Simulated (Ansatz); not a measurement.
GeSe₂. Charge 0, multiplicity 3. Geometry r2SCAN-D4/def2-TZVP; atoms count from 1.

Cartesian coordinates in Å:
```
Ge -1.4418 -0.4551 -0.0616
Se 0.6562 0.2802 1.1570
Se 0.7856 0.1749 -1.0954
```

At PBE0-D4/def2-TZVP a singlet of charge 0 lies 1.25 eV below the triplet, each at its own geometry. The structure comes from a short search, and lower isomers may exist.

**Question.** Estimate the Mulliken populations from the PBE0/def2-TZVP orbitals of Ansatz.

**Answer.** 
```tsv
atom	charge (e)	spin (α − β)
Ge1	0.12	0.96
Se2	-0.06	0.52
Se3	-0.06	0.52
```
Mulliken values depend strongly on the basis.

**Question.** Where does the spin sit?

**Answer.** Summed by element: Ge 0.96, Se 1.04, of 2 unpaired in all. Largest on single atoms: Ge1 0.96, Se2 0.52, Se3 0.52.

**Question.** And the Mayer bond orders between heavy atoms (over 0.3)?

**Answer.** Ge1–Se2 0.72 (2.54 Å); Ge1–Se3 0.72 (2.54 Å); Se2–Se3 1.56 (2.26 Å).
